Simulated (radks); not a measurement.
Task: Species: the thallium ion Tl+. Configuration: [Xe] 4f14 5d10 6s1.5 7s0.5 (fractional occupations, a model configuration). Calculated with a radial shooting solver on a logarithmic mesh with Libxc functionals: Dirac Kohn-Sham, B86b exchange with PBE correlation, spin-unpolarised, spherical densities, point nucleus. Some entries of the table are withheld. Estimate them.

| orbital | occ. | eigenvalue (eV) | <r^2> (bohr^2) | <r> (bohr) |
|---|---|---|---|---|
| 1s1/2 | 2 | -85507.33 | 0.0003686 | 0.01631 |
| 2s1/2 | 2 | -15219.18 | 0.005545 | 0.06804 |
| 2p1/2 | 2 | -14606.62 | 0.003911 | 0.05589 |
| 2p3/2 | 4 | -12540.28 | 0.005095 | 0.06468 |
| 3s1/2 | 2 | -3639.868 | 0.03596 | 0.1769 |
| 3p1/2 | 2 | -3364.253 | (1) | 0.1674 |
| 3p3/2 | 4 | -2904.853 | (2) | 0.1835 |
| 3d3/2 | 4 | -2451.298 | 0.02987 | 0.1595 |
| 3d5/2 | 6 | -2353.225 | 0.03159 | 0.1644 |
| 4s1/2 | 2 | -820.1896 | 0.1731 | (3) |
| 4p1/2 | 2 | -701.5263 | 0.1760 | 0.3931 |
| 4p3/2 | 4 | -589.8557 | 0.2077 | 0.4274 |
| 4d3/2 | 4 | -396.5492 | 0.2170 | 0.4333 |
| 4d5/2 | 6 | -375.7214 | 0.2281 | 0.4444 |
| 5s1/2 | 2 | -140.6612 | 0.8644 | 0.8780 |
| 4f5/2 | 6 | -126.2458 | 0.2594 | 0.4645 |
| 4f7/2 | 8 | -121.6473 | 0.2667 | 0.4710 |
| 5p1/2 | 2 | -100.8977 | 1.002 | 0.9420 |
| 5p3/2 | 4 | -80.6974 | 1.213 | 1.036 |
| 5d3/2 | 4 | -26.7440 | (4) | 1.345 |
| 5d5/2 | 6 | -24.5186 | (5) | 1.396 |
| 6s1/2 | 1.5 | -18.3963 | 6.178 | 2.339 |
| 6p1/2 | 0 | (6) | 9.622 | 2.900 |
| 6p3/2 | 0 | (7) | 12.15 | 3.259 |
| 7s1/2 | 0.5 | -5.0354 | 41.47 | 6.111 |
| 6d3/2 | 0 | -3.5874 | 42.08 | 6.093 |
| 6d5/2 | 0 | -3.5249 | 43.66 | 6.212 |

Result: 
(1) 3p1/2 <r^2> (bohr^2): 0.03272
(2) 3p3/2 <r^2> (bohr^2): 0.03909
(3) 4s1/2 <r> (bohr): 0.3914
(4) 5d3/2 <r^2> (bohr^2): 2.111
(5) 5d5/2 <r^2> (bohr^2): 2.282
(6) 6p1/2 eigenvalue (eV): -11.0115
(7) 6p3/2 eigenvalue (eV): -9.3888
